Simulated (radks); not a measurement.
Species: As3+. Configuration: [Ar] 3d10 4s2.

All-electron calculation, non-relativistic Kohn-Sham, TPSS, spin-polarised, spherical densities, point nucleus; meta-GGA in the generalised Kohn-Sham scheme. Program: a radial shooting solver on a logarithmic mesh with Libxc functionals.

Energy parts (eV):
total: -60783.033
kinetic: 60746.823
electron-nucleus: -144371.362
Hartree: 25073.335
exchange-correlation: -2231.829

Orbitals (lengths in bohr, moments of r in powers of bohr):
orbital	occ.	eigenvalue (eV)	<r^4>
1s	2	-11593.33	0.00002106
2s	2	-1485.251	0.004345
2p	6	-1330.223	0.003055
3s	2	-219.9401	0.2908
3p	6	-167.4671	0.3520
3d	10	-75.9270	0.7158
4s	2	-43.6689	18.92

The highest occupied level is 4s at -43.669 eV. Virial ratio -V/T = 2.00060.
